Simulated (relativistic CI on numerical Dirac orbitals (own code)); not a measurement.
**Ce9+: q coefficients and field-shift factors**

Calculated at this level of theory: Dirac-Coulomb-Breit CI, KLI orbitals optimised for each configuration, derivatives by finite differences, unscaled Slater integrals, QED left out (own radial code, finite nucleus).

Configuration list (outside the closed core [Kr] 4d10): 5s2 5p, 5s2 4f, 5s 5p2, 5s2 5d, 5s 4f2, 5p3, 5p 4f2, 5s 5p 4f. Levels of other configurations are missing.

With x = (α/α₀)² − 1 an excitation energy changes as ω = ω₀ + qx; K = 2q/ω₀ is the relative enhancement. Terms are leading LS components, so labels can repeat. The field-shift factor is F = δν/δ⟨r²⟩ for the transition from the lowest level.

Lowest level 5s2 5p 2P°_1/2.

| Level | ω₀ (cm⁻¹) | q (cm⁻¹) | K | F (GHz/fm²) |
| --- | --- | --- | --- | --- |
| 5s2 5p 2P°_3/2 | 32824.4 | 36990 | 2.25 | -2.1 |
| 5s2 4f 2F°_5/2 | 64472.9 | 62240 | 1.93 | -6.36 |
| 5s2 4f 2F°_7/2 | 66810.3 | 64230 | 1.92 | -6.24 |
| 5s 5p2 4P_1/2 | 130405.8 | 25070 | 0.385 | -59.4 |
| 5s 5p2 4P_3/2 | 147916.0 | 50220 | 0.679 | -60.6 |
| 5s 5p2 4P_5/2 | 160864.4 | 58510 | 0.727 | -60.7 |
| 5s 5p 4f 4G_5/2 | 178868.4 | 74420 | 0.832 | -64.1 |
| 5s 5p 4f 4F_7/2 | 181840.1 | 77690 | 0.855 | -64.1 |
| 5s 5p 4f 4F_3/2 | 183856.7 | 78080 | 0.849 | -63.8 |
| 5s 5p 4f 4F_5/2 | 187263.1 | 82430 | 0.88 | -64.6 |
| 5s 5p 4f 2F_7/2 | 188056.3 | 80100 | 0.852 | -64.7 |
| 5s 5p 4f 4F_9/2 | 188350.7 | 84350 | 0.896 | -64.5 |
| 5s 5p2 2D_3/2 | 191159.8 | 62370 | 0.653 | -57.5 |

At this charge transitions that keep the count of f electrons are usually good to a few per cent. Levels and lines within the n = 5 or 6 shells can be off by up to 10 % or somewhat more, and those that change n by about 2 %, since core polarisation is missing. Levels that differ in their count of f electrons can be misplaced by several ten thousand cm⁻¹, since the correlation energy of f electrons is missing or only estimated; rates across such gaps can be off by orders of magnitude.
